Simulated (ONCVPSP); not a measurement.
u(r) = r·R(r): atom against pseudo-atom (Re (Z = 75))

Columns: radius, all-electron u(r) and pseudo u(r) of the 5s shell (level -93.35 eV) of rhenium in the configuration [Kr] 4d10 4f14 5s2 5p6 5d5 6s1; LDA (Perdew-Wang 92), scalar-relativistic, ONCV scheme, ONCVPSP 4.0.1.

| r (bohr) | all-electron | pseudo |
| --- | --- | --- |
| 0.135 | 0.4220 | 0.2041 |
| 0.270 | -0.3729 | 0.4066 |
| 0.405 | -0.5510 | 0.6023 |
| 0.540 | 0.1083 | 0.7795 |
| 0.675 | 0.7445 | 0.9205 |
| 0.810 | 1.0875 | 1.0071 |
| 0.945 | 1.1727 | 1.0293 |
| 1.080 | 1.1003 | 0.9879 |
| 1.215 | 0.9542 | 0.8937 |
| 1.350 | 0.7874 | 0.7647 |
| 1.485 | 0.6284 | 0.6231 |
| 1.620 | 0.4900 | 0.4893 |
| 1.755 | 0.3755 | 0.3754 |
| 1.890 | 0.2841 | 0.2840 |
| 2.025 | 0.2129 | 0.2128 |
| 2.160 | 0.1582 | 0.1582 |
| 2.295 | 0.1169 | 0.1169 |
| 2.430 | 0.0860 | 0.0859 |
| 2.565 | 0.0629 | 0.0629 |
| 2.700 | 0.0459 | 0.0459 |
| 2.835 | 0.0334 | 0.0334 |
| 2.970 | 0.0242 | 0.0242 |
| 3.105 | 0.0175 | 0.0175 |
| 3.240 | 0.0127 | 0.0127 |
| 3.375 | 0.0091 | 0.0091 |
| 3.510 | 0.0066 | 0.0066 |

Task: How many radial nodes do the two functions have?

Result: The all-electron 5s function has n − l − 1 = 4 (the table is too coarse to show those close to the nucleus); the pseudo-wave has 0, since the states of the same l below it are removed with the core.

Task: At about which radius was the pseudo-wave matched?

Result: 1.90 bohr. The columns agree to 0.0005 from 1.75 bohr on; several derivatives are matched, so the curves merge somewhat inside the radius.

Task: Is the pseudo-wave norm-conserving?

Result: Yes: the ONCV scheme keeps the norm inside the radius equal to the all-electron one, which fixes the energy derivative of the logarithmic derivative at the level.
